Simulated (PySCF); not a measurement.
Species: C3H4Cl, net charge -1, singlet state. It need not be the lowest isomer of its formula. Whether it binds its extra electron was not tested at this geometry. SMILES: C/C=[C-]/Cl
Geometry from a B3LYP-D3(BJ)/def2-TZVP (Ansatz) optimisation:
```
C
C 1 1.3410
H 1 1.0924 2 124.71
C 1 1.5089 3 116.10 2 -180.00
H 4 1.0932 1 109.60 3 180.00
H 4 1.0999 5 107.90 1 -122.68
H 4 1.0999 5 107.90 6 -114.64
Cl 2 1.9539 1 107.60 3 0.00
```
Charge -1, spin multiplicity 1.

Dispersion corrections to the total energy (kcal/mol) from the dftd3 and dftd4 libraries through PySCF: D3(BJ) without and D4 with the three-body term, each with the damping fitted for the functional named.

| functional | D3(BJ) | D4 |
|---|---|---|
| TPSSh | (withheld) | -4.66 |
| revPBE | -8.82 | (withheld) |
| PBE | -3.39 | -3.80 |
| PW6B95 | -1.64 | -3.34 |
| HSE06 | -2.15 | -2.93 |
| HF | (withheld) | -14.74 |
| B2PLYP | -2.69 | -2.64 |

Question: Complete the blanks.

Answer: 
- TPSSh, D3(BJ): -3.87
- revPBE, D4: -13.14
- HF, D3(BJ): -28.85
